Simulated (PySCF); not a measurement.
# What a mistake does to a calculation on AlBGeH5N

All numbers below are calculated, not measured. The program is PySCF 2.14.0, an open-source quantum chemistry code, run on an isolated molecule that a program drew, which may never have been made. The molecule is AlBGeH5N (charge 0, singlet), drawn as the SMILES string `[AlH2][BH][NH][GeH]`.

Each row is a Hartree-Fock (HF) and frozen-core CCSD(T) single point in the cc-pV(D+d)Z basis, meant for a local HF minimum. Run 1 is clean. Each other run has one planted mistake out of seven kinds, and not every kind appears here: one electron removed, one electron added, multiplicity raised by two, geometry at a saddle point, minimal basis STO-3G, one bond length entered in bohr, all coordinates scaled. The reference is restricted for singlets and unrestricted otherwise, and also for a bond in bohr. Adding or removing an electron swaps singlet and doublet. Electrons count all cores. HOMO and LUMO are orbital energies over both spins, the gradient is its largest component, and the lowest frequency (negative if imaginary) is given only where the gradient is small. Bond lengths are over the 8 bonds as drawn. T1 is the CCSD diagnostic: over 0.02 (restricted) or 0.045 (unrestricted) a single reference is doubtful. Germanium has the cc-pVDZ-PP basis, with a core potential (ECP10MDF) in place of its 10 inner electrons, and its 3s, 3p and 3d shells are frozen in CCSD(T).

Geometry of the clean run:
```xyz
9
AlBGeH5N, angstrom
Al   -2.5503   -1.0847    0.2327
B    -1.1277    0.1835    1.2841
N     0.2720    0.0094    1.1546
Ge    1.5346    1.0654    2.0307
H    -2.0317   -2.2350   -0.7422
H    -4.1262   -0.9382    0.3763
H    -1.4762    1.0817    2.0163
H     0.6000   -0.7257    0.5547
H     2.7873    0.2960    1.4120
```

```
run  electrons  basis functions  <S^2>  HOMO (eV)  LUMO (eV)  gradient (hartree/bohr)  lowest frequency (cm^-1)  mean bond (Å)  longest bond (Å)      T1  HF (hartree)  CCSD(T) (hartree)             mistake
  1         62               99  0.000      -9.27       0.43                  1.4e-05                        55         1.5563             2.177  0.0151    -617.33805         -617.80069            no fault
  2         63               99  0.825      -0.78       4.24                  3.9e-02                         -         1.5563             2.177  0.0451    -617.34107         -617.82524  one electron added
  3         62               99  0.000      -9.29       0.41                  9.0e-03                         -         1.5765             2.205  0.0156    -617.33678         -617.80122                   ?
  4         61               99  0.765     -13.49      -6.98                  1.0e-01                         -         1.5563             2.177  0.0320    -617.03642         -617.48009                   ?
```

**Which mistake was planted in run 3, and what did it cost?**

The mean and the longest bond both change by the same factor, 1.013, and the gradient is no longer small. So the mistake is: all coordinates scaled. Subtracting run 1 and multiplying by 627.51 kcal/mol a hartree, the energy moved by 0.8 kcal/mol in HF and -0.3 kcal/mol in CCSD(T).

**Which mistake was planted in run 4, and what did it cost?**

It counts 61 electrons, one fewer than the clean run, at the same geometry and basis. So the mistake is: one electron removed. Subtracting run 1 and multiplying by 627.51 kcal/mol a hartree, the energy moved by 189.3 kcal/mol in HF and 201.2 kcal/mol in CCSD(T).

Cautions from the logs. Run 2: T1 is over the limit, so its CCSD(T) energy is less reliable.
